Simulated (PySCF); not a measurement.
B(Cl)(H)(iPr) (C3H8BCl), SMILES B(C(C)C)Cl. Atoms are numbered in the order given.

```xyz
13

B     -0.5104     0.7417     0.2550
Cl     0.6622     1.6837    -0.6536
H     -1.2721     1.3701     0.9508
C     -0.5979    -0.8199     0.1325
C     -0.8978    -1.4726     1.4933
C      0.5609    -1.5052    -0.5968
H     -1.5167    -0.9315    -0.4873
H     -1.1104    -2.5481     1.3786
H     -0.0341    -1.3805     2.1732
H     -1.7635    -1.0063     1.9894
H      0.7321    -1.0669    -1.5914
H      0.3687    -2.5831    -0.7243
H      1.4993    -1.3990    -0.0273
```
Charge 0, spin multiplicity 1.

Geometry: ωB97X-D3(BJ)/def2-SVP. One conformer was computed; it need not be the lowest.

Method: PBE/pcSseg-1 (PySCF).

GIAO shieldings, no solvent; atoms listed in one row are averaged. δ = σ(ref) − σ: ¹¹B against BF3 (σ = 83.9 ppm); ³⁵Cl against HCl (σ = 936.5 ppm); ¹H against TMS (σ = 31.49 ppm); ¹³C against TMS (σ = 182.0 ppm), references at their B3LYP-D3(BJ)/def2-TZVP geometries, non-relativistic (without spin–orbit terms, shifts of atoms bonded to Cl or Br come out too high).

| nucleus | atoms | count | δ (ppm) |
|---|---|---|---|
| ¹¹B | B1 | 1 | 66.9 |
| ³⁵Cl | Cl2 | 1 | 334.2 |
| ¹H | H3 | 1 | 7.34 |
| ¹H | H8, H9, H10 | 3 | 1.57 |
| ¹H | H11, H12, H13 | 3 | 1.47 |
| ¹H | H7 | 1 | 1.45 |
| ¹³C | C4 | 1 | 38.8 |
| ¹³C | C5 | 1 | 21.8 |
| ¹³C | C6 | 1 | 20.8 |
